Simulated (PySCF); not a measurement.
**Energy of Ge (germanium, neutral) between two integer charges**

The 4p alpha orbital of [Ar] 3d10 4s2 4p2 is emptied in steps (occupation f), with all orbitals relaxed, ending at [Ar] 3d10 4s2 4p1. All numbers are calculated (PySCF 2.14, the non-relativistic Hamiltonian (point nucleus), in def2-TZVP). The exact energy is a straight line in f; departures are measured from the line between the end points of the same method.

| f | UHF (eV) | LDA (eV) | PBE (eV) | PBE0 (eV) | r2SCAN (eV) | LC-wPBE (eV) | BHandHLYP (eV) | wB97X (eV) | M06-2X (eV) | MN15 (eV) |
| --- | --- | --- | --- | --- | --- | --- | --- | --- | --- | --- |
| 1 | 0.000 | 0.000 | 0.000 | 0.000 | 0.000 | 0.000 | 0.000 | 0.000 | 0.000 | 0.000 |
| 0.8 | 0.070 | -0.594 | -0.576 | -0.414 | -0.543 | -0.016 | -0.269 | -0.060 | -0.262 | -0.355 |
| 0.6 | 0.104 | -0.894 | -0.865 | -0.619 | -0.807 | -0.021 | -0.403 | -0.090 | -0.382 | -0.526 |
| 0.4 | 0.102 | -0.896 | -0.865 | -0.616 | -0.797 | -0.017 | -0.403 | -0.092 | -0.363 | -0.517 |
| 0.2 | 0.067 | -0.599 | -0.576 | -0.408 | -0.522 | -0.008 | -0.268 | -0.064 | -0.231 | -0.336 |
| 0 | 0.000 | 0.000 | 0.000 | 0.000 | 0.000 | 0.000 | 0.000 | 0.000 | 0.000 | 0.000 |

| method | E(f=0) − E(f=1) (eV) | −ε at f=1 (eV) | −ε at f=0.4 (eV) |
| --- | --- | --- | --- |
| UHF | 7.439 | 7.882 | 7.348 |
| LDA | 8.023 | 4.326 | 8.760 |
| PBE | 7.898 | 4.304 | 8.622 |
| PBE0 | 7.942 | 5.350 | 8.472 |
| r2SCAN | 8.080 | 4.668 | 8.805 |
| LC-wPBE | 8.028 | 7.913 | 8.066 |
| BHandHLYP | 7.775 | 6.091 | 8.114 |
| wB97X | 7.744 | 7.371 | 7.809 |
| M06-2X | 7.744 | 6.086 | 8.157 |
| MN15 | 7.955 | 5.717 | 8.440 |

Orbital energy along the path (eV):

```tsv
f	UHF	LDA	PBE	PBE0	r2SCAN	LC-wPBE	BHandHLYP	wB97X	M06-2X	MN15
1	-7.882	-4.326	-4.304	-5.350	-4.668	-7.913	-6.091	-7.371	-6.086	-5.717
0.8	-7.698	-5.785	-5.733	-6.395	-6.064	-7.977	-6.767	-7.519	-6.787	-6.641
0.6	-7.519	-7.264	-7.175	-7.438	-7.451	-8.030	-7.442	-7.662	-7.502	-7.554
0.4	-7.348	-8.760	-8.622	-8.472	-8.805	-8.066	-8.114	-7.809	-8.157	-8.440
0.2	-7.182	-10.265	-10.064	-9.488	-10.085	-8.077	-8.782	-7.969	-8.623	-9.269
0	-7.024	-11.763	-11.483	-10.473	-11.286	-8.052	-9.448	-8.164	-9.257	-9.971
```

Reference removal energy between the ground levels: 7.899 eV (measured; NIST Atomic Spectra Database, ionization energies). The calculation has no spin-orbit coupling. UHF lacks correlation.
